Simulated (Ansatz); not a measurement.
`[BH2][GaH][O]C` + H₂ → `[BH2][GaH2]` + CH₃OH at 600 K and 1 bar (hydrogenolysis of a Ga–O bond).

Calculated with Ansatz (gas phase, PBE0-D4/def2-TZVP geometries, no zero-point term in ΔE). CCSD(T)/CBS adds triple-zeta CCSD(T) − MP2 to the extrapolated MP2 energy (def2 sets, frozen cores). This one scheme is used for every species. For Ga outer-core shells are correlated without core-valence functions, which leaves a few kJ/mol of doubt a bond. Scalar relativity is left out up to krypton. One conformer a species, not always the lowest.

```csv
species,CCSD(T)/CBS energy (Eh),H − E (kJ/mol),S (J/(mol·K))
`[BH2][GaH][O]C`,-2065.53474,238.1,435.0
H₂,-1.17544,43.9,150.8
`[BH2][GaH2]`,-1951.07352,123.1,325.5
CH₃OH,-115.61712,163.6,277.3
```

H − E and S are ideal-gas, rigid-rotor, harmonic terms from PBE0-D4/def2-TZVP, for one conformer and one mirror image of each species. For small species the MP2-based limit differs from directly extrapolated CCSD(T) by up to some mEh (0.8 for H₂); such offsets cancel only in part. 1 Eh = 2625.50 kJ/mol, R = 8.31446 J/(mol·K).

**Question.** By hand: ΔE, ΔH, ΔS and ΔG.

**Answer.** ΔE = (-1951.07352) + (-115.61712) − (-2065.53474) − (-1.17544) = 0.01954 Eh = 51.3 kJ/mol. Δ(H − E) = 123.1 + 163.6 − 238.1 − 43.9 = 4.7, so ΔH = 56.0 kJ/mol. ΔS = 325.5 + 277.3 − 435.0 − 150.8 = 17.0 J/(mol·K). ΔG = 56.0 − 600 × (17.0)/1000 = 45.8 kJ/mol.

**Question.** By hand: the equilibrium constant, and the temperature at which ΔG would vanish if ΔH and ΔS stayed fixed.

**Answer.** log₁₀ K = −ΔG/(RT ln 10) = -4.0. ΔG = 0 at ΔH/ΔS = 3294 K, far beyond where these terms or the molecules hold.

ΔH outweighs TΔS. A doubt of 5 kJ/mol in ΔE shifts log₁₀ K by 0.4 here. Other conformers and mirror images would add mixing entropy, several J/(mol·K) or more a flexible species. These are equilibria of isolated gas molecules and say nothing of rates. Largest T1 diagnostic: 0.015 (customary marks: 0.02 for closed shells, 0.045 for open ones).
